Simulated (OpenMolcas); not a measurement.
Pm3+ with its 6 nearest bromide ions at 2.88 Å, on the Y site of Cs2NaYBr6 (a = 11.3047 Å, distance in the model lattice 2.765 Å). The rest of the host is ab initio model potentials to 7.6 Å, with orthogonalisation functions on the cations behind the ligands, and point charges beyond; the distance is set by hand and nothing relaxes. Ligand basis ANO-RCC-VDZP.

```
Program             : OpenMolcas 26.06
Method              : CASSCF
Basis               : ANO-RCC-VDZP [7s6p4d2f1g]
Scalar Hamiltonian  : DKH2, point nucleus
Active space        : 4 electrons in 7 orbitals (4f)
State averaging     : 2S+1 = 5 even, 35 roots (32 in the spin-orbit step); 2S+1 = 3 even, 117 roots kept (CI in the orbitals of an earlier block, 106 in the spin-orbit step); 2S+1 = 1 even, 75 roots kept (CI in the orbitals of an earlier block, 31 in the spin-orbit step)
Spin-orbit coupling : RASSI with atomic mean-field integrals over the reference wave functions
```

Task: What is the spin-free ground state (labels of O, the rotations of Oh)?

Result: 5T2, 3-fold in its orbital part, 100 % from free-ion I terms; it has the highest spin that f4 allows.

Task: Where is the first state of the same spin?

Result: 5A1 at 22.9 cm-1 above the ground state.

Task: What are the lowest two levels with spin-orbit coupling?

Result: A 3-fold level T2, then a 1-fold level A1 114.6 cm-1 above it. Their leading multiplicities are 5 (98 %) and 5 (98 %).

Task: What is χT at 300 K, and how does it compare with the textbook value?

Result: Hund's rules give f4 the level 5I4 with g = 0.600, so an isolated free-ion multiplet has χT = g² J(J+1) / 8 = 0.900 cm3 K/mol. The computed 0.973 at 300 K differs by +8 %, through the field's splitting, the mixing of terms and any other multiplet in reach.

High states are left out of the spin-orbit mixing, which shifts the levels that they would mix with. Without dynamic correlation the ligand-field splitting of an f shell can come out too small, at times by half. The distance lies 1 % over the 2.84 Å that this model takes as the normal distance (a Shannon-type radius plus a fixed donor radius, weighted with the host); by an R⁻⁵ law this alone changes a d-shell field by about -7 %. The first state left out of the spin-orbit step lies near 39000 cm-1 above the lowest spin-free state of the reference (among the parities and spins computed), and the lists stop at four fifths of that energy or lower. No measured value stands beside these numbers; the geometry was set by hand and not optimised.
